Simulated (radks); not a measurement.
Values are calculated unless marked as measured or tabulated.
Question: Coherent X-ray form factor from a spherical all-electron density. Code: a radial shooting solver on a logarithmic mesh with Libxc functionals. Model: scalar-relativistic Kohn-Sham, AM05, spin-polarised, spherical densities, point nucleus.

| sin(theta)/lambda (1/angstrom) | f0 (electrons) |
|---|---|
| 0.05 | 41.041 |
| 0.1 | 38.704 |
| 0.15 | 35.903 |
| 0.2 | 33.162 |
| 0.25 | 30.644 |
| 0.3 | 28.386 |
| 0.4 | 24.647 |
| 0.5 | 21.805 |
| 0.6 | 19.579 |
| 0.8 | 16.000 |
| 1 | 12.944 |
| 1.25 | 9.891 |
| 1.5 | 7.832 |
| 2 | 5.804 |

The species is in the configuration that NIST lists as its ground one. Which atom or ion scatters so?

Answer: Neutral molybdenum, [Kr] 4d5 5s1. Extrapolating in s^2 from the first two rows gives f0(0) = 41.8, near the electron count 42; among species with that count, the fall with angle is slower the higher Z, and the table is that of Z = 42; from so few rows the species is fixed only to a neighbour or two.
